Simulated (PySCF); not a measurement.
Gas-phase reaction: GaH(CH3)2 + O2 → GaOH + C2H5OH

Computed with PySCF and rigid-rotor harmonic-oscillator thermochemistry at 1 bar. † marks an energy on the PBE0/def2-TZVP geometry and frequencies; other levels use their own. MP2 and CCSD(T) freeze the core. 6-31G* has spherical d functions here. Open shells (unrestricted): O2 (multiplicity 3); the rest are closed-shell singlets. B3LYP is the form with VWN-RPA correlation. Ga: all electrons, no relativistic terms. GaH(CH3)2, GaOH: computed as isolated molecules; such fragments, hydroxides, amides, oligomers or adducts are transient or little studied in the gas. MP2 isn't extrapolated to the basis-set limit. CCSD(T) isn't extrapolated to the basis-set limit.

```csv
level,"ΔH°(298 K), kJ"
B3LYP/def2-TZVP†,…
CCSD(T)/def2-SVP†,…
CCSD(T)/def2-TZVPP†,-394
HF/6-31G*,-317
MP2/def2-SVP†,…
MP2/def2-TZVPP†,-407
PBE/def2-TZVP†,…
LDA/def2-TZVP†,-413
ωB97M-V/def2-TZVP†,-400
```

Q: Fill in the missing entries.

A: 
- B3LYP/def2-TZVP†, ΔH°(298 K), kJ: -397
- CCSD(T)/def2-SVP†, ΔH°(298 K), kJ: -378
- MP2/def2-SVP†, ΔH°(298 K), kJ: -376
- PBE/def2-TZVP†, ΔH°(298 K), kJ: -373
